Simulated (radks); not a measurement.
Species: Ca. Configuration: [Ar] 4s2.

Calculated with a radial shooting solver on a logarithmic mesh with Libxc functionals: scalar-relativistic Kohn-Sham, exchange-only LDA, spin-polarised, spherical densities, point nucleus.

Energy parts (Ry):
| part | energy |
|---|---|
| total | -1354.22905 |
| kinetic | 1364.74431 |
| electron-nucleus | -3224.99480 |
| Hartree | 571.39891 |
| exchange | -65.37748 |

Orbitals (lengths in bohr, moments of r in powers of bohr; <r^-3> diverges for s and p1/2; r(90%) holds 90 % of the orbital's charge):
orbital	occ.	eigenvalue (Ry)	r(90%)	<r^-3>	<r^4>	<1/r>
1s	2	-289.2646	0.138	-	0.0001639	19.69
2s	2	-30.23227	0.570	-	0.04453	4.033
2p	6	-24.45747	0.542	186.5	0.03724	3.944
3s	2	-3.34150	1.75	-	3.986	1.210
3p	6	-1.95895	1.98	19.75	6.720	1.076
4s	2	-0.22368	6.21	-	635.7	0.3182

The highest occupied level is 4s at -3.043 eV. The density falls to 0.001 e/bohr^3 at r = 5.09 bohr. Summed over all electrons, <r^2> = 54.65 bohr^2, which gives a Langevin (diamagnetic) susceptibility term of -43.3 x 10^-6 cm^3/mol.
